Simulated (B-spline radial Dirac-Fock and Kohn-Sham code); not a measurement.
**Tb⁷⁺: input and output of one calculation**

ΔSCF core binding energies without Breit or QED terms, calculated with an atomic code on a B-spline grid. Keys: rel is the Hamiltonian (dirac, or spin-free x2c and nr, where L3 and M5 stand for the whole 2p and 3d shells), method is hf or an exchange,correlation pair (spin-unpolarised, also for the hole states), nuc the nuclear model, radius_factor scales its radius, rmax is the box in bohr, h the logarithmic mesh step, order the B-spline order, points the quadrature points per cell, c_factor scales the speed of light, and damp, ndamp, maxit and tol steer the iteration. The run stops when the commutator error falls below 10·tol·max(1, Z/10), or the numerical noise floor, and the energy has settled to about 1e-8 Ha; the virial ratio is −V/T.

Input (task.json):

```json
{"items": [{"Z": 65, "q": 7, "cfg": [[1, 0, 2], [2, 0, 2], [2, 1, 6], [3, 0, 2], [3, 1, 6], [3, 2, 10], [4, 0, 2], [4, 1, 6], [4, 2, 10], [4, 3, 7], [5, 0, 2], [5, 1, 3]], "A": 159, "rrms": 5.06, "do": "settings", "holes": ["K", "L3", "M5"],
  "settings": [{"rel": "dirac", "method": "hf", "nuc": "fermi", "radius_factor": 1.0, "rmax": 45.0, "h": 0.3, "order": 8, "points": 10, "c_factor": 1.0, "maxit": 60, "damp": 0.5, "ndamp": 3, "tol": 1e-08, "cfg": "1s2 2s2 2p6 3s2 3p6 3d10 4s2 4p6 4d10 4f7 5s2 5p7"}]}]}
```

Command: `python xray2_run.py task.json out`

The program stops without a result: overfilled shell.

Task: One setting is unsound. Which, and why?

Result: cfg puts more electrons in a shell than it can hold. With the default settings (Dirac Hartree-Fock): The ground state converged in 10 iterations, with total energy -11699.87772 Ha, virial ratio 1.91451 and highest orbital energy -118.81 eV. ΔSCF binding energies: K (1s) 52339.8 eV, L3 (2p3/2) 7650.5 eV, M5 (3d5/2) 1361.3 eV.
